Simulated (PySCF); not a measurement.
PySCF job for 1,3-dithiane (C₄H₈S₂), SMILES C1CSCSC1, PBE0-D3(BJ)/def2-SVP. Coordinates come from a PBE0-D3(BJ)/def2-SVP optimisation. Other conformers were not sampled.

```python
import numpy as np
from pyscf import gto, scf, dft, df
from pyscf.hessian import thermo

mol = gto.M(
    atom='''
    C    -0.27096685   -1.69612720    0.00000002
    C     0.27334858   -1.06799768   -1.27510140
    S    -0.22746847    0.65847722   -1.52746283
    C     0.44983123    1.35116469   -0.00000001
    S    -0.22746847    0.65847724    1.52746282
    C     0.27334858   -1.06799766    1.27510143
    H    -1.37109916   -1.63209253    0.00000002
    H    -0.00241678   -2.76751574    0.00000003
    H     1.37564305   -1.13078498   -1.30084943
    H    -0.10113039   -1.60180334   -2.16126130
    H     1.54879618    1.25710409   -0.00000001
    H     0.20131627    2.42215648   -0.00000002
    H    -0.10113039   -1.60180331    2.16126133
    H     1.37564305   -1.13078496    1.30084945
    ''',
    basis='def2-SVP',
    charge=0,
    spin=0,
    max_memory=1600,
    verbose=3,
)
mf = dft.RKS(mol, xc='pbe0').density_fit(auxbasis='def2-universal-jkfit')
mf.disp = 'd3bj'
mf.grids.level = 3
mf.conv_tol = 1e-11
mf.max_cycle = 100
mf.kernel()

# [left out here: the lines that compute and print the analytic Hessian (its translational invariance restored by hand, since the grid's response is missing), thermochemistry and intensities]
```

Program output:

```
[...]
Normal mode                   x     y     z       x     y     z       x     y     z
       0   C                -0.00 -0.00  0.03   -0.00 -0.00  0.05   -0.11 -0.02  0.00
       1   C                 0.00  0.03 -0.04    0.02  0.02 -0.05    0.05  0.01  0.00
       2   S                 0.01  0.00  0.01    0.00 -0.01  0.01    0.01 -0.00  0.00
       3   C                 0.00 -0.00  0.07   -0.00 -0.00 -0.08   -0.01  0.01 -0.00
       4   S                -0.01 -0.00  0.01   -0.00  0.01  0.01    0.01 -0.00 -0.00
       5   C                -0.00 -0.03 -0.04   -0.02 -0.02 -0.05    0.05  0.01 -0.00
       6   H                -0.00 -0.00  0.07   -0.00  0.00  0.30   -0.12 -0.18  0.00
       7   H                -0.00 -0.00 -0.10   -0.00 -0.00 -0.34    0.02  0.01 -0.00
       8   H                 0.01  0.01 -0.03    0.03  0.02 -0.05    0.05  0.36 -0.33
       9   H                 0.02 -0.29  0.15    0.02 -0.28  0.13   -0.09 -0.27  0.23
      10   H                -0.00  0.00 -0.78    0.00  0.00  0.25   -0.01  0.00  0.00
      11   H                -0.00 -0.00 -0.15    0.00  0.00  0.57    0.04  0.02 -0.00
      12   H                -0.02  0.29  0.15   -0.02  0.28  0.13   -0.09 -0.27 -0.23
      13   H                -0.01 -0.01 -0.03   -0.03 -0.02 -0.05    0.05  0.36  0.33
Mode                                21                  22                  23
Irrep
Freq [cm^-1]                     1301.3393           1315.5420           1377.3345
Reduced mass [au]                   1.4140              1.2200              1.5644
Force const [Dyne/A]                1.4108              1.2440              1.7486
Char temp [K]                    1872.3376           1892.7720           1981.6777
Normal mode                   x     y     z       x     y     z       x     y     z
       0   C                -0.01  0.07  0.00    0.00 -0.00  0.05    0.00  0.00 -0.16
       1   C                 0.00 -0.09  0.05    0.02 -0.07  0.02    0.02 -0.01  0.04
       2   S                 0.00  0.00 -0.01    0.00  0.00 -0.00    0.00  0.00 -0.00
       3   C                -0.00 -0.01  0.00    0.00  0.00  0.03    0.00  0.00  0.00
       4   S                 0.00  0.00  0.01   -0.00 -0.00 -0.00   -0.00 -0.00 -0.00
       5   C                 0.00 -0.09 -0.05   -0.02  0.07  0.02   -0.02  0.01  0.04
       6   H                -0.01 -0.04  0.00    0.00  0.00  0.24    0.00 -0.00  0.61
       7   H                 0.10  0.09 -0.00   -0.00 -0.00 -0.60   -0.00 -0.00  0.30
       8   H                 0.01  0.33 -0.11    0.04  0.27 -0.18    0.02  0.17 -0.10
       9   H                -0.06  0.39 -0.22   -0.01  0.23 -0.15   -0.11 -0.05  0.13
      10   H                 0.01  0.05 -0.00   -0.00 -0.00 -0.12   -0.00 -0.00 -0.03
      11   H                 0.02 -0.01 -0.00   -0.00 -0.00 -0.12   -0.00 -0.00 -0.00
      12   H                -0.06  0.39  0.22    0.01 -0.23 -0.15    0.11  0.05  0.13
      13   H                 0.01  0.33  0.11   -0.04 -0.27 -0.18   -0.02 -0.17 -0.10
Mode                                24                  25                  26
Irrep
Freq [cm^-1]                     1399.6897           1427.8882           1433.4032
Reduced mass [au]                   1.0788              1.0981              1.0825
Force const [Dyne/A]                1.2452              1.3191              1.3104
Char temp [K]                    2013.8418           2054.4132           2062.3481
Normal mode                   x     y     z       x     y     z       x     y     z
       0   C                -0.01  0.00  0.00    0.00  0.00 -0.02   -0.05 -0.05 -0.00
       1   C                -0.00 -0.01  0.01   -0.03  0.01  0.05   -0.01  0.00  0.02
       2   S                 0.00  0.00  0.00   -0.00  0.00  0.00   -0.00  0.00  0.00
       3   C                 0.05  0.06 -0.00    0.00  0.00 -0.00   -0.01 -0.01  0.00
       4   S                 0.00  0.00 -0.00    0.00 -0.00  0.00   -0.00  0.00 -0.00
       5   C                -0.00 -0.01 -0.01    0.03 -0.01  0.05   -0.01  0.00 -0.02
       6   H                -0.00  0.01 -0.00    0.00 -0.00  0.05   -0.01  0.60  0.00
       7   H                 0.03  0.01 -0.00   -0.00 -0.00  0.01    0.60  0.13  0.00
       8   H                -0.00 -0.00 -0.08   -0.04 -0.22 -0.43   -0.02 -0.07 -0.20
       9   H                 0.05  0.01 -0.02    0.44 -0.08 -0.11    0.20 -0.04 -0.05
      10   H                -0.04 -0.68  0.00    0.00 -0.00  0.01    0.00  0.06 -0.00
      11   H                -0.66 -0.12  0.00   -0.00 -0.00  0.00    0.06  0.01 -0.00
      12   H                 0.05  0.01  0.02   -0.44  0.08 -0.11    0.20 -0.04  0.05
      13   H                -0.00 -0.00  0.08    0.04  0.22 -0.43   -0.02 -0.07  0.20
Mode                                27                  28                  29
Irrep
Freq [cm^-1]                     1446.2149           3050.0811           3054.6640
Reduced mass [au]                   1.1124              1.0641              1.0669
Force const [Dyne/A]                1.3709              5.8328              5.8655
Char temp [K]                    2080.7812           4388.3876           4394.9814
Normal mode                   x     y     z       x     y     z       x     y     z
       0   C                -0.02 -0.04 -0.00    0.02  0.06 -0.00   -0.00 -0.00 -0.00
       1   C                 0.03 -0.01 -0.05    0.02 -0.01 -0.01   -0.04  0.01  0.02
       2   S                 0.00 -0.00 -0.00    0.00 -0.00  0.00    0.00  0.00 -0.00
       3   C                 0.01  0.01 -0.00    0.01  0.00 -0.00   -0.00 -0.00 -0.00
       4   S                 0.00 -0.00  0.00    0.00 -0.00 -0.00   -0.00 -0.00 -0.00
       5   C                 0.03 -0.01  0.05    0.02 -0.01  0.01    0.04 -0.01  0.02
       6   H                 0.00  0.31  0.00   -0.36  0.03 -0.00    0.00 -0.00 -0.00
       7   H                 0.28  0.03  0.00    0.19 -0.72  0.00   -0.00  0.00  0.00
       8   H                 0.04  0.18  0.38   -0.30  0.01  0.00    0.62 -0.02 -0.01
       9   H                -0.40  0.03  0.12    0.07  0.08  0.14   -0.10 -0.13 -0.22
      10   H                 0.00 -0.07  0.00   -0.09  0.01  0.00    0.00 -0.00  0.00
      11   H                -0.07 -0.01  0.00    0.01 -0.04  0.00   -0.00  0.00  0.00
      12   H                -0.40  0.03 -0.12    0.07  0.08 -0.14    0.10  0.13 -0.22
      13   H                 0.04  0.18 -0.38   -0.30  0.01 -0.00   -0.62  0.02 -0.01
Mode                                30                  31                  32
Irrep
Freq [cm^-1]                     3057.1140           3065.5212           3121.1328
Reduced mass [au]                   1.0674              1.0650              1.1013
Force const [Dyne/A]                5.8774              5.8968              6.3211
Char temp [K]                    4398.5064           4410.6025           4490.6152
Normal mode                   x     y     z       x     y     z       x     y     z
       0   C                -0.02 -0.03 -0.00    0.00  0.00 -0.00   -0.07  0.04 -0.00
       1   C                 0.04 -0.01 -0.02   -0.01  0.00  0.00    0.00  0.01  0.01
       2   S                -0.00 -0.00  0.00   -0.00 -0.00  0.00    0.00 -0.00  0.00
       3   C                 0.01  0.01  0.00    0.06  0.02 -0.00    0.00  0.00 -0.00
       4   S                -0.00 -0.00 -0.00   -0.00 -0.00 -0.00    0.00 -0.00 -0.00
       5   C                 0.04 -0.01  0.02   -0.01  0.00 -0.00    0.00  0.01 -0.01
       6   H                 0.34 -0.02 -0.00   -0.05  0.00 -0.00    0.78 -0.04  0.00
       7   H                -0.10  0.36  0.00    0.00 -0.00  0.00    0.11 -0.45 -0.00
       8   H                -0.52  0.02  0.01    0.15 -0.00 -0.00    0.02  0.00 -0.00
       9   H                 0.07  0.10  0.16   -0.03 -0.03 -0.05   -0.06 -0.09 -0.15
      10   H                -0.20  0.02  0.00   -0.84  0.09  0.00   -0.01  0.00 -0.00
      11   H                 0.02 -0.09  0.00    0.10 -0.38  0.00    0.00 -0.01 -0.00
      12   H                 0.07  0.10 -0.16   -0.03 -0.03  0.05   -0.06 -0.09  0.15
      13   H                -0.52  0.02 -0.01    0.15 -0.00  0.00    0.02  0.00  0.00
Mode                                33                  34                  35
Irrep
Freq [cm^-1]                     3140.2479           3141.7984           3163.0871
Reduced mass [au]                   1.1011              1.1023              1.1034
Force const [Dyne/A]                6.3976              6.4105              6.5044
Char temp [K]                    4518.1176           4520.3483           4550.9780
Normal mode                   x     y     z       x     y     z       x     y     z
       0   C                 0.00 -0.00 -0.00    0.02 -0.00  0.00    0.00 -0.00 -0.00
       1   C                 0.04  0.02  0.04    0.04  0.02  0.04    0.00  0.00  0.00
       2   S                -0.00  0.00  0.00   -0.00  0.00  0.00   -0.00  0.00  0.00
       3   C                 0.00 -0.00 -0.00    0.00 -0.00  0.00   -0.05  0.07 -0.00
       4   S                 0.00 -0.00  0.00   -0.00  0.00 -0.00   -0.00  0.00 -0.00
       5   C                -0.04 -0.02  0.04    0.04  0.02 -0.04    0.00  0.00 -0.00
       6   H                -0.00  0.00  0.00   -0.23  0.01 -0.00   -0.01  0.00  0.00
       7   H                -0.00  0.00 -0.00   -0.01  0.05  0.00   -0.00  0.00  0.00
       8   H                -0.26  0.01  0.01   -0.27  0.01  0.01   -0.02 -0.00  0.00
       9   H                -0.21 -0.30 -0.50   -0.20 -0.28 -0.47   -0.01 -0.01 -0.02
      10   H                -0.00  0.00 -0.00   -0.01 -0.00  0.00    0.38 -0.03 -0.00
      11   H                -0.00  0.00 -0.00   -0.01  0.04  0.00    0.20 -0.84  0.00
      12   H                 0.21  0.30 -0.50   -0.20 -0.29  0.48   -0.01 -0.01  0.02
      13   H                 0.26 -0.01  0.01   -0.27  0.01 -0.01   -0.02 -0.00 -0.00
temperature 298.1500 [K]
pressure 101325.00 [Pa]
Rotational constants [GHz] 3.29085 2.31820 1.49282
Symmetry number 1
Zero-point energy (ZPE) 0.11547 [Eh]   303165.578 [J/mol]
                           tot       elec      trans        rot        vib
Entropy [J/mol/K]       331.864      0.000    168.478    116.049     47.337
Cv [J/mol/K]             99.631      0.000     12.472     12.472     74.688
Cp [J/mol/K]            107.946      0.000     20.786     12.472     74.688
Internal energy [J/mol]                      3718.434   3718.434 312211.739
Internal energy [Eh]   -952.68724  -952.80899
Enthalpy [J/mol]                             6197.391   3718.434 312211.739
Enthalpy [Eh]          -952.68630
Gibbs free energy [J/mol]                  -44034.208 -30881.657 298098.230
Gibbs free energy [Eh] -952.72399
mode   freq/cm-1   IR/(km/mol)
   1      176.10         0.520
   2      208.56         1.964
   3      321.75         1.107
   4      324.18         0.087
   5      343.24         2.007
   6      471.58         0.137
   7      663.07         1.590
   8      697.46         7.137
   9      700.46         0.614
  10      771.09        15.872
  11      792.72         0.406
  12      819.63         1.110
  13      917.30         4.226
  14      936.35        12.203
  15     1023.49         2.767
  16     1080.91         0.368
  17     1099.22         0.744
  18     1167.01         1.653
  19     1189.81        14.289
  20     1226.24         1.054
  21     1260.08         9.964
  22     1301.34         8.993
  23     1315.54         0.022
  24     1377.33         0.007
  25     1399.69         7.760
  26     1427.89         7.176
  27     1433.40        16.297
  28     1446.21         7.815
  29     3050.08        23.562
  30     3054.66         6.041
  31     3057.11        40.727
  32     3065.52        12.133
  33     3121.13         9.650
  34     3140.25         3.357
  35     3141.80         7.771
  36     3163.09         0.454
max |gradient| / (hartree/bohr): 3.192383079245336e-05
APT charges: [ 0.0083  0.1189 -0.1738  0.1703 -0.1738  0.1189  0.0051 -0.0276 -0.0371
  0.0146 -0.0462  0.045   0.0146 -0.0371]
```

Self-consistency was reached.

Cost: very roughly 8 core-minutes.
